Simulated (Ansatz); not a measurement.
Ansatz results at the PBE0-D4/def2-TZVP geometry: HOMO–LUMO gap (ωB97M-V/def2-TZVPP) 10.10 eV; HOMO energy (PBE/def2-TZVPP) -7.67 eV; HOMO–LUMO gap (PBE0/def2-TZVPP) 5.60 eV.

Each molecule was computed in one conformer, which needn't be the lowest.

(1) Which molecule gave them?
A. `[NH]=[V]([F])([F])[F]`
B. `C[N]=[V]([OH])([Cl])[Cl]`
C. `[NH]=[V]([F])([F])[Cl]`
D. `[O]=[V]([F])([F])[F]`

## Answers

(1) C. The others give `[O]=[V]([F])([F])[F]`: 12.23, -9.58, 7.41; `C[N]=[V]([OH])([Cl])[Cl]`: 9.58, -6.75, 5.22; `[NH]=[V]([F])([F])[F]`: 11.07, -7.98, 6.34.
